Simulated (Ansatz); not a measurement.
CH₃AlOS, SMILES `C1[O][AlH][S]1`. Charge 0, multiplicity 1.

Z-matrix (Å, degrees):
```
C
Al 1 2.337
S 1 1.876 2 60.3
O 1 1.406 2 47.1 3 180.0
H 1 1.092 2 124.8 3 -92.2
H 1 1.092 2 124.8 3 92.2
H 2 1.568 1 168.1 3 180.0
```

(1) Give the diagnostics of a CCSD(T)/def2-TZVPP run (frozen core, Ansatz). (An estimate is asked.)

Answers

(1) The calculation gave: T1 = 0.0140, largest single amplitude 0.029, largest double 0.024, (T) share of the correlation energy 4.3 %, 10 CCSD cycles. The RHF solution is stable towards an unrestricted one. T1 lies under the customary mark of 0.02 for closed shells.
